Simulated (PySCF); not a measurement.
Here is a computed PBE0-D3(BJ)/def2-SVP geometry (Å):
```
atom  x, y, z in Å
C1    -1.9730    0.4245   -1.4103
C2    -1.1879    0.0419   -0.5685
C3    -0.2405   -0.3907    0.4185
C4    -0.6211   -1.2306    1.4044
C5     1.1320    0.1078    0.3249
C6     1.5604    0.9360   -0.6302
F7     2.8144    1.3628   -0.6730
H8    -2.6806    0.7511   -2.1499
H9    -1.6468   -1.5957    1.4720
H10    0.0957   -1.5620    2.1594
H11    1.8425   -0.2212    1.0878
H12    0.9393    1.3264   -1.4417
```

Charge 0, singlet.

(1) Which heavy atoms are bonded, and with what formal order?

(2) Give the structure as a SMILES string.

(3) Name the point group.

(4) Classify the heavy atoms.

(5) What is the arrangement about C3?

(6) What is the arrangement about C1?

## Answers

(1) C1–C2 1.21 Å (triple); C2–C3 1.43 Å (single); C3–C4 1.35 Å (double); C3–C5 1.46 Å (single); C5–C6 1.33 Å (double); C6–F7 1.33 Å (single). Bonds to hydrogen (Å): C1–H8 1.07; C4–H9 1.09; C4–H10 1.09; C5–H11 1.09; C6–H12 1.09.

(2) `C#CC(=C)/C=C/F`, C6H5F. Among its features: alkyne, C=C double bond and C–F bond.

(3) Cs (tolerance 0.08 Å).

(4) C1: terminal alkyne carbon; C2: alkyne carbon; C3: fully substituted alkene carbon; C4: terminal =CH2 carbon; C5: alkene CH carbon; C6: vinylic C–F carbon; F7: vinyl fluorine.

(5) It has 3 neighbours (C2, C4, C5) and is planar (angles 121.5°, 120.2° and 118.2°, sum 360.0°, 0.00 Å off the plane of its three neighbours).

(6) It has 2 neighbours (C2, H8) and is linear (angle 179.0°).
